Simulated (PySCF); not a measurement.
Si(H)(OH)2(SH) (H4O2SSi), SMILES O[SiH](O)S. The structure is a stationary point at TPSSh-D3(BJ)/def2-SVP. The values are those of a single conformer.

Question: Give the equilibrium geometry at TPSSh-D3(BJ)/def2-SVP (PySCF confirms it by a frequency run) as a Z-matrix. (An estimate is asked for; the answer gives what the named calculation found.)

Answer: Several could match; the one computed here: 
```
Si
O 1 1.6533
H 2 0.9684 1 116.25
O 1 1.6609 2 108.08 3 -58.08
H 4 0.9675 1 117.04 2 166.10
H 1 1.4767 2 104.35 3 179.22
S 1 2.1575 6 110.04 2 123.24
H 7 1.3527 1 94.46 6 -40.34
```
Charge 0, spin multiplicity 1.
